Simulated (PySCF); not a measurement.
Two species compared at the same levels of theory.

First species: C₇H₁₅OP.
Atom-mapped SMILES: `[CH2:1]=[CH:2][P@:3](=[O:4])([CH2:5][CH3:6])[CH2:7][CH2:8][CH3:9]` (hydrogens: H10, H11 on C1; H12 on C2; H13, H14 on C5; H15, H16, H17 on C6; H18, H19 on C7; H20, H21 on C8; H22, H23, H24 on C9)

Second species: C5H13OP.
SMILES: `C([P@@H](C)=O)C(C)C`

Levels: PBE0/pcSseg-1 for dipole moment, HOMO energy, LUMO energy and HOMO–LUMO gap; GFN2-xTB for rotational constant A and rotational constant C. Geometries: GFN2-xTB. Each species is one conformer at its optimised geometry, gas phase, non-relativistic unless stated; the electronic structure was computed with PySCF and density fitting.

Dipoles, sizes and rotational constants follow the conformer. The torsions of the flexible species, by atom-mapped SMILES:
- `[CH2:1]=[CH:2][P@:3](=[O:4])([CH2:5][CH3:6])[CH2:7][CH2:8][CH3:9]`: C1–C2–P3–O4 0°, C2–P3–C5–C6 180°, C2–P3–C7–C8 -57°, P3–C7–C8–C9 -68°
- `[CH3:1][CH:2]([CH3:3])[CH2:4][P@@H:5]([CH3:6])=[O:7]`: C1–C2–C4–P5 175°, C2–C4–P5–C6 -170°

(1) Which has the higher HOMO–LUMO gap?

(2) Which has the higher dipole moment?

(3) Which of the two has the higher HOMO energy, and by how much?

(4) Which of the two has the higher rotational constant A, and by how much?

(5) Which of the two has the higher rotational constant C, and by how much?

(6) Which of the two has the higher LUMO energy, and by how much?

Results:

(1) The second: 8.71 eV against 6.81 eV, a difference of 1.90 eV.

(2) The second: 3.75 D against 3.56 D, a difference of 0.19 D.

(3) The first: -7.33 eV against -7.58 eV, a difference of 0.25 eV.

(4) The second: 3.985 GHz against 1.583 GHz, a difference of 2.402 GHz.

(5) The second: 1.081 GHz against 0.845 GHz, a difference of 0.236 GHz.

(6) The second: 1.13 eV against -0.52 eV, a difference of 1.65 eV.

On the first: The dipole matches unit charges of opposite sign 0.74 Å apart (1 e·Å = 4.8032 D). GFN2-xTB frequencies show an imaginary mode (21i cm⁻¹), so this geometry is no minimum at that level.

On the second: In atomic units the dipole is 1.48 e·bohr (1 au = 2.5417 D).
